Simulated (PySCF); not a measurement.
C3H7ClOSi, SMILES ClC([Si@@H](C)O)=C.

The structure is a stationary point at ωB97X-D3(BJ)/def2-SVP. The structure was generated by enumeration; whether it is a known compound was not checked. One conformer was computed; it need not be the lowest.

Two levels are set side by side: PBE/def2-TZVP (PySCF) and PBE0/def2-TZVP (PySCF). Same geometry, gas phase. Differences are taken from unrounded values.

| quantity | PBE |
|---|---|
| orbital gap (eV) | 4.78 |
| highest occupied level (eV) | -6.35 |
| lowest empty level (eV) | -1.57 |
| dipole moment (D) | 1.25 |
| mean polarisability (bohr³) | 78.9 |

Task: These are the PBE values. What does PBE0 give? (An estimate is asked for; the answer gives what the named calculation found.)

Result: 
```tsv
quantity	PBE0	PBE minus PBE0
orbital gap (eV)	6.90	-2.11
highest occupied level (eV)	-7.52	1.17
lowest empty level (eV)	-0.62	-0.95
dipole moment (D)	1.32	-0.08
mean polarisability (bohr³)	76.1	2.8
```

Without exact exchange PBE keeps part of each electron's self-repulsion, which lifts occupied levels and narrows the gap. Loosely held outer electrons make PBE densities more polarisable. Differences between two approximate levels are no errors against the true value.

Rough cost on one machine, each run with all the roots and properties that it gave: PBE0 against PBE within a factor of 2.
